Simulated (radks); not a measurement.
Ionisation of neutral ytterbium, [Xe] 4f14 6s2, to [Xe] 4f14 6s1 as the strength of local exchange is varied. All-electron calculation, scalar-relativistic Kohn-Sham, Slater X-alpha exchange (alpha = 2/3 is LDA exchange), no correlation, spin-polarised, spherical densities, finite nucleus; Fermi nuclear charge, rms radius 5.3108 fm. Program: a radial shooting solver on a logarithmic mesh with Libxc functionals.

[
 {"alpha": "0.618", "E(Yb) (hartree)": "-14022.0854", "exchange (hartree)": "-256.2471", "IE (eV)": "5.288", "-e of the level emptied (eV)": "3.035 (6s)", "<r> of it (bohr)": "4.032"},
 {"alpha": "0.62", "E(Yb) (hartree)": "-14022.9184", "exchange (hartree)": "-257.0940", "IE (eV)": "5.296", "-e of the level emptied (eV)": "3.043 (6s)", "<r> of it (bohr)": "4.029"},
 {"alpha": "0.667", "E(Yb) (hartree)": "-14042.5094", "exchange (hartree)": "-277.0253", "IE (eV)": "5.485", "-e of the level emptied (eV)": "3.241 (6s)", "<r> of it (bohr)": "3.980"},
 {"alpha": "0.867", "E(Yb) (hartree)": "-14126.2230", "exchange (hartree)": "-362.5115", "IE (eV)": "6.357", "-e of the level emptied (eV)": "4.179 (6s)", "<r> of it (bohr)": "3.773"},
 {"alpha": "0.915", "E(Yb) (hartree)": "-14146.3974", "exchange (hartree)": "-383.1898", "IE (eV)": "6.580", "-e of the level emptied (eV)": "4.422 (6s)", "<r> of it (bohr)": "3.726"},
 {"alpha": "1.009", "E(Yb) (hartree)": "-14185.9984", "exchange (hartree)": "-423.8651", "IE (eV)": "7.031", "-e of the level emptied (eV)": "4.917 (6s)", "<r> of it (bohr)": "3.637"},
 {"alpha": "1.039", "E(Yb) (hartree)": "-14198.6627", "exchange (hartree)": "-436.8968", "IE (eV)": "7.179", "-e of the level emptied (eV)": "5.080 (6s)", "<r> of it (bohr)": "3.609"}
]

NIST Atomic Spectra Database: 6.254 eV (measured). The Delta-SCF value meets it near alpha = 0.84.
